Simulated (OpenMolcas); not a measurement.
GeH2Cl (SMILES [Cl][GeH2]): methods side by side

GeH2Cl has 4 atoms, charge 0, and is taken as a doublet. SMILES: `[Cl][GeH2]`. Geometry: relaxed at PBE0-D4/def2-TZVP.

```xyz
4

Cl   -1.5629    0.3052    0.9935
Ge    0.1067   -0.4511   -0.1416
H     0.0727    0.2596   -1.5142
H     1.3834   -0.1137    0.6623
```

Each level gives the energy change with the Cl1–Ge2 bond stretched from 2.156 to 3.881 Å (eV). The values are calculated.

```csv
level,kind,program,value (eV)
USVWN5/def2-TZVPP,LDA,OpenMolcas,3.32
U-revPBE/def2-TZVPP,GGA,OpenMolcas,2.81
UBLYP/def2-TZVPP,GGA,OpenMolcas,2.59
UPBE/def2-TZVPP,GGA,OpenMolcas,2.95
U-r2SCAN/def2-TZVPP,meta-GGA,OpenMolcas,3.20
UTPSS/def2-TZVPP,meta-GGA,OpenMolcas,2.98
UB3LYP/def2-TZVPP,global hybrid,OpenMolcas,2.88
UBHLYP/def2-TZVPP,global hybrid,OpenMolcas,3.10
```

All-electron rows without a relativistic Hamiltonian named are non-relativistic. The first shape isn't each level's own minimum. The values span 2.59 to 3.32 eV. Spin contamination of the reference (⟨S²⟩ at least 0.1 too high) touches U-r2SCAN/def2-TZVPP, UBHLYP/def2-TZVPP.
